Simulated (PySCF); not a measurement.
OPb, SMILES [O]=[Pb] (connectivity only; charge and spin as stated), neutral, multiplicity 1.

Geometry optimised at PBE0-D3(BJ)/def2-TZVP. The def2 effective core potentials stand for the cores of Pb; spin–orbit coupling is left out.

Level of theory: TDA-B3LYP/def2-TZVPD run with PySCF.

Vertical excitations; the highest root listed may be one member of a degenerate set. Isolated molecule, no solvent. State labels are in the subgroup C2v.

```json
[
 {"state": "S1", "symmetry": "A2", "energy (eV)": "3.30", "λ (nm)": "375", "f": "0.000", "main pairs": "HOMO−1→LUMO 50 %, HOMO−2→LUMO+1 50 %"},
 {"state": "S2", "symmetry": "B2", "energy (eV)": "3.51", "λ (nm)": "353", "f": "0.024", "main pairs": "HOMO→LUMO+1 (degenerate set)"},
 {"state": "S3", "symmetry": "B1", "energy (eV)": "3.51", "λ (nm)": "353", "f": "0.024", "main pairs": "HOMO→LUMO (degenerate set)"},
 {"state": "S4", "symmetry": "A2", "energy (eV)": "3.57", "λ (nm)": "347", "f": "0.000", "main pairs": "HOMO−2→LUMO+1, HOMO−1→LUMO (degenerate set)"},
 {"state": "S5", "symmetry": "A1", "energy (eV)": "3.57", "λ (nm)": "347", "f": "0.000", "main pairs": "HOMO−2→LUMO, HOMO−1→LUMO+1 (degenerate set)"},
 {"state": "S6", "symmetry": "A1", "energy (eV)": "5.26", "λ (nm)": "236", "f": "0.000", "main pairs": "HOMO→LUMO+2 47 %, HOMO−1→LUMO+1 24 %, HOMO−2→LUMO 24 %"},
 {"state": "S7", "symmetry": "B2", "energy (eV)": "6.11", "λ (nm)": "203", "f": "0.022", "main pairs": "HOMO−1→LUMO+2 (degenerate set)"},
 {"state": "S8", "symmetry": "B1", "energy (eV)": "6.11", "λ (nm)": "203", "f": "0.022", "main pairs": "HOMO−2→LUMO+2 (degenerate set)"},
 {"state": "S9", "symmetry": "A1", "energy (eV)": "6.60", "λ (nm)": "188", "f": "0.000", "main pairs": "HOMO→LUMO+3 98 %"},
 {"state": "S10", "symmetry": "B2", "energy (eV)": "6.65", "λ (nm)": "186", "f": "0.084", "main pairs": "HOMO−1→LUMO+3 99 %"},
 {"state": "T1", "symmetry": "A1", "energy (eV)": "2.59", "λ (nm)": "479", "f": "0", "main pairs": "HOMO−2→LUMO 49 %, HOMO−1→LUMO+1 49 %"},
 {"state": "T2", "symmetry": "A2", "energy (eV)": "2.88", "λ (nm)": "431", "f": "0", "main pairs": "HOMO−1→LUMO, HOMO−2→LUMO+1 (degenerate set)"},
 {"state": "T3", "symmetry": "A1", "energy (eV)": "2.88", "λ (nm)": "431", "f": "0", "main pairs": "HOMO−1→LUMO+1, HOMO−2→LUMO (degenerate set)"},
 {"state": "T4", "symmetry": "B1", "energy (eV)": "2.92", "λ (nm)": "424", "f": "0", "main pairs": "HOMO→LUMO 99 %"}
]
```
Triplets are in the Tamm–Dancoff approximation.
